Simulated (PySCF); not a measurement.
A GIAO shielding run with PySCF (density fitting, non-relativistic, gas phase) on SMILES CCC[SiH2]O/C=C/F, C$_{5}$H$_{11}$FOSi:

```
$ OMP_NUM_THREADS=1 python probes_run.py task.json out

{"job": {"kind": "nmr", "xc": "PBE0", "basis": "pcSseg-1"}, "charge": 0, "multiplicity": 1}
C     -3.024030    -0.633202    -0.610354
C     -1.648676     0.017303    -0.705868
C     -1.098618     0.382862     0.672339
Si     0.610719     1.193588     0.628666
O      1.555713    -0.005137     0.033937
C      2.864161    -0.014080    -0.254443
C      3.452595    -1.083037    -0.768824
F      4.767936    -1.067584    -1.053582
H     -2.974693    -1.546610    -0.020647
H     -3.731180     0.042915    -0.133387
H     -3.401189    -0.882613    -1.599926
H     -1.718730     0.917643    -1.320244
H     -0.957172    -0.667944    -1.199296
H     -1.069223    -0.518671     1.287468
H     -1.793520     1.067116     1.160784
H      1.081475     1.587141     1.960065
H      0.665201     2.355891    -0.263696
H      3.430140     0.886792    -0.053874
H      2.979288    -2.023122    -1.001211
```

Hardware: 1 thread of an Arm Neoverse N1, shared host. The job also computes population analyses, field gradients.

Q: How large is the calculation?

A: 72 electrons, 198 basis functions and 1048 auxiliary functions.

Q: How long does it take, and how much memory does it need?

A: 53 s of wall time, with 14 SCF cycles and 5 response iterations; peak memory 0.87 GiB. Times on a shared host scatter by some tens of per cent.
